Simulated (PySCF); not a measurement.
## Sn(2+): excitation energy

Sn(2+) [Kr] 4d10 5s2 (1S) → Sn(2+) [Kr] 4d10 5s1 6s1 (3S), as a difference of total energies. Calculation: PySCF 2.14, in aug-cc-pVDZ-PP with ECP28MDF; scalar relativity through the core potential. Correlated levels: valence: 4s2 4p6 4d10 frozen. The calculations carry no spin-orbit coupling.

```json
{"method": "UHF", "excitation energy (cm⁻¹)": "127660"}
{"method": "LDA", "excitation energy (cm⁻¹)": "143110"}
{"method": "PBE", "excitation energy (cm⁻¹)": "139600"}
{"method": "PBE0", "excitation energy (cm⁻¹)": "137760"}
{"method": "r2SCAN", "excitation energy (cm⁻¹)": "139090"}
{"method": "PW91", "excitation energy (cm⁻¹)": "140120"}
{"method": "M06-2X", "excitation energy (cm⁻¹)": "138120"}
{"method": "TPSS", "excitation energy (cm⁻¹)": "138170"}
{"method": "BLYP", "excitation energy (cm⁻¹)": "142160"}
{"method": "MP2 (valence)", "excitation energy (cm⁻¹)": "131670"}
{"method": "SCS-MP2 (valence)", "excitation energy (cm⁻¹)": "133180"}
```

The promoted electron is Rydberg-like, and one or two diffuse shells describe it only roughly, which tends to raise the upper state.
